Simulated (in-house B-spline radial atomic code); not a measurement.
A fraction x of an electron is removed from 5p in Sb, starting from [Kr] 4d10 5s2 5p3 and keeping the highest spin. Computed with a radial B-spline atomic code at the basis-set limit: scalar-relativistic (X2C) LDA PW92, spin-polarised, spherical fractional occupations, Fermi nucleus of rms radius 4.6802 fm.

```json
{"x": "0", "E(x) - E(0) (eV)": "0.0000", "5p up level (eV)": "-5.522"}
{"x": "0.02", "E(x) - E(0) (eV)": "0.1118", "5p up level (eV)": "-5.656"}
{"x": "0.24", "E(x) - E(0) (eV)": "1.5208", "5p up level (eV)": "-7.162"}
{"x": "0.26", "E(x) - E(0) (eV)": "1.6654", "5p up level (eV)": "-7.301"}
{"x": "0.39", "E(x) - E(0) (eV)": "2.6740", "5p up level (eV)": "-8.218"}
{"x": "0.5", "E(x) - E(0) (eV)": "3.6213", "5p up level (eV)": "-9.008"}
{"x": "0.61", "E(x) - E(0) (eV)": "4.6561", "5p up level (eV)": "-9.809"}
{"x": "0.67", "E(x) - E(0) (eV)": "5.2579", "5p up level (eV)": "-10.251"}
{"x": "0.82", "E(x) - E(0) (eV)": "6.8792", "5p up level (eV)": "-11.369"}
{"x": "0.95", "E(x) - E(0) (eV)": "8.4211", "5p up level (eV)": "-12.354"}
{"x": "1", "E(x) - E(0) (eV)": "9.0483", "5p up level (eV)": "-12.737"}
```

The exact functional would give a straight line between the two integer points. Deviations E(x) - E(0) - x[E(1) - E(0)], in eV: -0.069 at x = 0.02, -0.651 at x = 0.24, -0.687 at x = 0.26, -0.855 at x = 0.39, -0.903 at x = 0.5, -0.863 at x = 0.61, -0.804 at x = 0.67, -0.54 at x = 0.82, -0.175 at x = 0.95.

The curve lies below the straight line by up to 0.903 eV (at x = 0.5): convex, the delocalisation error that favours fractional charges.

Task: How well does Slater's transition state (minus the level at half occupation) give the ionisation energy?

Result: It gives 9.008 eV against 9.048 eV from the two total energies; NIST lists 8.61 eV, ground level to ground level.
